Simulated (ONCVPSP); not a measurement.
Ta: ONCV pseudisation with PBEsol, scalar-relativistic reference atom.

tantalum (Ta), optimised norm-conserving Vanderbilt (ONCV), made with ONCVPSP 4.0.1 (PBEsol, scalar-relativistic). Core [Kr] 4d10 4f14, reference 5s2 5p6 5d3 6s1 6p1. Waves: 5s+6s: rc 1.55 bohr, ncon 5, nbas 9, qcut 6.8 1/bohr, 2 projectors; 5p+6p: rc 1.85 bohr, ncon 4, nbas 8, qcut 7.3 1/bohr, 2 projectors; 5d: rc 3.00 bohr, ncon 4, nbas 9, qcut 4.4 1/bohr, 2 projectors, debl 1.1 Ha. Local part: polynomial inside 1.10 bohr (lpopt 3, dvloc0 0 Ha). Core correction: Teter function, fcfact 3.75, rcfact 1.5.

All-electron outer shells of the reference configuration (PBEsol, scalar-relativistic, ld1.x):

| shell | level (eV) | outermost node (bohr) | outermost maximum (bohr) |
| --- | --- | --- | --- |
| 4d | -223.56 | 0.22 | 0.46 |
| 5s | -74.57 | 0.54 | 0.98 |
| 5p | -40.95 | 0.58 | 1.13 |
| 4f | -26.26 | – | 0.44 |
| 6s | -6.44 | 1.32 | 2.71 |
| 5d | -4.92 | 0.65 | 1.56 |
| 6p | -2.10 | 1.59 | 3.75 |

(1) Estimate the cutoffs (Ha) at which the residual kinetic energy of the hardest occupied pseudo-wave falls to 1 and 0.1 mHa per electron.

(2) Does the potential have ghost states?

(3) Tests: 5s2 5p6 5d3 6s2 6p0; 5s2 5p6 5d3 6s1 6p0; 5s2 5p6 5d3 6s0 6p0; 5s2 5p6 5d2 6s2 6p0. Which has the largest error in its energy relative to the reference configuration, and how large is it?

Answers

(1) 22 Ha and 79 Ha.

(2) No bound ghost flagged; GHOST(+) flagged for s at 185.2 eV, d at 245.7 eV.

(3) 5s2 5p6 5d2 6s2 6p0, with +36 meV (all-electron minus pseudo) on +3.50 eV.
